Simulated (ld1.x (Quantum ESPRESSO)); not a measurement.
# An all-electron radial function and its pseudo partner (Au (Z = 79))

Columns: radius, all-electron u(r) and pseudo u(r) of the 5d shell (level -15.62 eV) of gold in the configuration [Kr] 4d10 4f14 5s2 5p6 5d10 6s0 6p0; LDA (PZ), scalar-relativistic, TM scheme, ld1.x (Quantum ESPRESSO) 7.5.

```
r (bohr)  all-electron  pseudo
   0.119        0.2703  0.0043
   0.238       -0.2000  0.0331
   0.357       -0.4164  0.1027
   0.476       -0.2284  0.2164
   0.595        0.0977  0.3625
   0.714        0.4007  0.5192
   0.833        0.6257  0.6620
   0.952        0.7685  0.7716
   1.071        0.8440  0.8394
   1.190        0.8699  0.8665
   1.309        0.8623  0.8610
   1.428        0.8332  0.8329
   1.547        0.7912  0.7912
   1.666        0.7422  0.7422
   1.785        0.6901  0.6901
   1.904        0.6376  0.6376
   2.023        0.5861  0.5861
   2.142        0.5367  0.5367
   2.261        0.4900  0.4900
   2.380        0.4462  0.4462
   2.499        0.4055  0.4055
   2.618        0.3678  0.3678
   2.737        0.3331  0.3331
   2.856        0.3013  0.3013
   2.975        0.2722  0.2722
   3.094        0.2456  0.2456
```

How many radial nodes do the two functions have?

The all-electron 5d function has n − l − 1 = 2; the pseudo-wave has 0, since the states of the same l below it are removed with the core.

At about which radius was the pseudo-wave matched?

1.75 bohr. The columns agree to 0.0005 from 1.43 bohr on; several derivatives are matched, so the curves merge somewhat inside the radius.

Where does each function peak?

Outermost all-electron maximum near 1.19 bohr, pseudo maximum near 1.19 bohr (to the table’s step).

Is the pseudo-wave norm-conserving?

Yes: the TM scheme keeps the norm inside the radius equal to the all-electron one, which fixes the energy derivative of the logarithmic derivative at the level.
